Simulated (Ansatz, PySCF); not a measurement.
Species: sum formula BNH₅, net charge 0, doublet state. It need not be the lowest isomer of its formula. SMILES: [NH2+][BH3-]
Coordinates optimised at B3LYP-D3(BJ)/def2-TZVP (Ansatz, an electronic-structure program):
```xyz
7

B     -0.7529    -0.0394    -0.0407
N      0.6992    -0.0010    -0.0110
H     -1.2334    -0.7111    -0.9047
H     -1.2090     1.1239     0.0621
H     -1.1945    -0.2412     1.1152
H      1.2201     0.5306     0.6709
H      1.2873    -0.4979    -0.6632
```
Charge 0, spin multiplicity 2.

Property: atomisation energy (electronic, to ground-state atoms), in kcal/mol. Correlated levels leave the core frozen unless marked. UHF or UKS for open shells. Spin-orbit coupling is left out. No relativistic terms. The coupled-cluster limit lacks core correlation, which all-electron functionals hold. Basis-set limits of correlation are two-point, X^-3; Hartree-Fock from the larger set. [CCSD(T)-MP2]/basis is that difference in the basis named.

```
level                                                                 program  atomisation energy (kcal/mol)  minus last row
-------------------------------------------------------------  --------------  -----------------------------  --------------
PBE-D3(BJ)/def2-TZVPD                                          Ansatz + dftd3                          524.6            19.0
PBE0/6-31G*                                                            Ansatz                          509.4             3.8
PBE0-D4/def2-TZVP                                              Ansatz + dftd4                          512.2             6.6
r2SCAN0/def2-TZVPD                                                     Ansatz                          506.9             1.3
PW6B95-D4/def2-TZVPD                                            PySCF + dftd4                          514.8             9.2
CCSD(T)/aug-cc-pVDZ                                                    Ansatz                          469.7           -35.9
RI-MP2/CBS(aug-cc-pVTZ,aug-cc-pVQZ)+[CCSD(T)-MP2]/aug-cc-pVTZ          Ansatz                          505.6             0.0
```
